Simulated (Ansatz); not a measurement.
Reaction (cleavage of the Ge–Ga bond): `C=[CH][GaH][GeH3]` + HBr → `[GeH3][Br]` + `C=[CH][GaH2]`

Gas-phase electronic energies from Ansatz, PBE0-D4/def2-TZVP geometries. CBS: MP2 limit from def2 TZ/QZ plus the TZ coupled-cluster correction, frozen cores. Functionals use def2-TZVPP. B3LYP here is the variant with VWN-RPA as its local correlation; programs differ in this. HSE06 is defined as in plane-wave codes. For Br, Ga, Ge outer-core shells are correlated without core-valence functions, which leaves a few kJ/mol of doubt a bond. Scalar relativity is left out up to krypton. Each species was taken in one conformer, which may not be the lowest.

Q: Is it downhill or uphill in electronic energy at CCSD(T)/CBS, and by how much? (An estimate is asked.)

A: Computed: Downhill: ΔE = -0.35 eV.

Q: What do these levels give: PBE-D4, B3LYP-D4, r2SCAN0-D4, CAM-B3LYP-D4, ωB97X-V, B2PLYP, PBE, B3LYP, r2SCAN0, HSE06, BHLYP, HF/def2-SVP? (Best estimate.)

A: Computed: PBE-D4 -0.30, B3LYP-D4 -0.38, r2SCAN0-D4 -0.41, CAM-B3LYP-D4 -0.41, ωB97X-V -0.45, B2PLYP -0.42, PBE -0.33, B3LYP -0.42, r2SCAN0 -0.42, HSE06 -0.39, BHLYP -0.50, HF/def2-SVP -0.62 eV.

Q: What do rigid-rotor, harmonic-oscillator terms from PBE0-D4/def2-TZVP frequencies (298.15 K, 1 bar) make of the CCSD(T)/CBS value? (Estimate.)

A: The calculation gave: ΔZPE = +0.04 eV, ΔH = -0.35 eV, ΔS = -5 J/(mol·K), ΔG = -0.34 eV. Modes under 50 cm⁻¹ make the entropy rough.

Largest T1 diagnostic among the species: 0.013.

From BLYP to BHLYP (50 % exact exchange), in def2-TZVPP and without D4, ΔE moves by −0.11 eV. The D4 term adds +0.05 eV with B3LYP and +0.03 eV with PBE0; it sums over pairs of atoms, weighted by their polarisabilities, and B3LYP, whose exchange is more repulsive, gets the larger term.
